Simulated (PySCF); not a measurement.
ScF2, SMILES [F][Sc][F] (connectivity only; charge and spin as stated), neutral, multiplicity 2. Geometry: PBE0-D3(BJ)/def2-TZVP. The multiplicity is an assumed one; other spin states were not compared. The isomer is the one that the SMILES or the coordinates give; other isomers of the formula were not compared.

Level of theory: PBE0-D3(BJ)/def2-TZVP (PySCF).

Harmonic wavenumbers (cm⁻¹): 146, 664, 718. Rotational constants (GHz): 29.23, 5.343, 4.517; symmetry number 2.

### Question
Work out the zero-point energy and the ideal-gas rigid-rotor harmonic-oscillator thermochemistry at 298.15 K and 1 atm.

### Answer
ZPE = ½ Σ hcν = ½ × 1529 cm⁻¹ = 9.15 kJ/mol. H − E(el) = 21.38 kJ/mol. Entropy in J/(mol K): translation 163.85, rotation 93.13, vibration 14.03, spin 5.76, total 276.78. G − E(el) = -61.14 kJ/mol. Cp = 48.32 J/(mol K). Modes under 150 cm⁻¹ make the vibrational entropy uncertain.
